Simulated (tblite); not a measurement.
C5H9PSi.
Z-matrix (Å and degrees, GFN2-xTB geometry), rows numbered from 1:
```
Si
C   1  1.9259
C   2  1.4897  1  109.16
C   3  1.3275  2  123.88  1   -86.38
P   4  1.8122  3  121.83  2     3.44
C   5  1.8125  4   95.78  3   -33.88
C   6  1.3276  5  121.84  4    33.84
H   1  1.4600  2  108.32  3    61.43
H   1  1.4640  2  107.52  3  -178.00
H   1  1.4640  2  107.54  3   -59.07
H   2  1.0937  1  107.95  3   118.55
H   3  1.0825  2  115.87  1    94.59
H   4  1.0815  3  121.71  2   179.98
H   5  1.4075  4   96.36  3  -130.94
H   6  1.0815  5  116.38  4  -149.36
H   7  1.0827  2  115.88  1   -94.59
```

All values are computed: GFN2-xTB (tblite) harmonic vibrations without scaling, gas phase. Errors from tens to a few hundred cm⁻¹ against measured bands are possible. Modes of hydrogen on phosphorus and silicon can be 10 to 20 % off. One conformer, not necessarily the lowest.

Harmonic wavenumbers (cm⁻¹): 77.4, 130.6, 158.1, 213.9, 357.1, 361.8, 422.5, 492.2, 526.0, 551.1, 634.3, 693.1, 700.4, 740.4, 753.3, 771.5, 774.1, 782.8, 801.6, 857.5, 859.9, 889.0, 890.1, 960.7, 1052.5, 1122.8, 1164.2, 1171.3, 1284.4, 1311.1, 1313.2, 1632.8, 1671.8, 2182.3, 2263.0, 2263.3, 2297.7, 2934.6, 3034.3, 3036.1, 3050.2, 3051.2.

A = 2907, B = 1412, C = 1303 MHz; mass 128.021 u (most abundant isotopes); point group Cs, symmetry number 1.

Q: Zero-point energy?

A: Half the sum of the wavenumbers: 25118 cm⁻¹ = 300.48 kJ/mol.

Q: What is S at 298.15 K and 1 bar for an ideal gas of classical rigid rotors and harmonic oscillators?

A: Translation 169.37, rotation 119.19, vibration 83.22: S = 371.8 J/(mol K).

Q: And Cp and H(298.15 K) − H(0)?

A: Cp = 145.06 J/(mol K), of which vibrations give 111.80 (their classical limit is 42 R = 349.2); H(298.15 K) − H(0) = 24.48 kJ/mol without the zero-point energy, 14.56 from vibrations.

Q: What must be added to the electronic energy to get the Gibbs energy at 298.15 K and 1 bar?

A: ZPE + [H(298.15 K) − H(0)] − T·S = 300.48 + 24.48 − 110.85 = 214.11 kJ/mol.

Q: Blend soft modes into free rotors: weight 1/[1 + (100 cm⁻¹/ν̃)⁴] for the oscillator and the rest for a rotor with moment μB/(μ + B), μ = h/(8π²ν), B = 10⁻⁴⁴ kg m². What vibrational entropy results?

A: 80.21 J/(mol K) in place of 83.22, which changes −T·S at 298.15 K by +0.90 kJ/mol.

Q: Which modes carry the vibrational entropy at 298.15 K?

A: 77.4 cm⁻¹: 16.55; 130.6 cm⁻¹: 12.29; 158.1 cm⁻¹: 10.76; 213.9 cm⁻¹: 8.41; 357.1 cm⁻¹: 4.75; 361.8 cm⁻¹: 4.66 J/(mol K); the other 36 give 25.80 together.

Q: How do the functions run with temperature in this model?

A: 
| T (K) | S (J/(mol K)) | Cp (J/(mol K)) | H − H(0) (kJ/mol) | G − H(0) (kJ/mol) | ln q(vib) |
| --- | --- | --- | --- | --- | --- |
| 150 | 297.8 | 78.8 | 7.95 | -36.71 | 1.48 |
| 250 | 348.2 | 123.4 | 18.01 | -69.03 | 3.21 |
| 400 | 420.2 | 184.8 | 41.35 | -126.72 | 6.22 |
| 600 | 506.3 | 239.6 | 84.22 | -219.58 | 10.51 |
| 900 | 613.8 | 289.0 | 164.20 | -388.18 | 16.75 |

q(vib) and H(0) count from the zero-point level.

Hindered rotation and anharmonicity are outside this model. Other conformers, if any are populated, would add a mixing term that is left out.

Hardware: an Arm Neoverse V1 with one thread, no GPU, shared host with 32 logical CPUs at a one-minute load of 18. Cost: 0.59 s wall. The figure is for the frequency step alone.
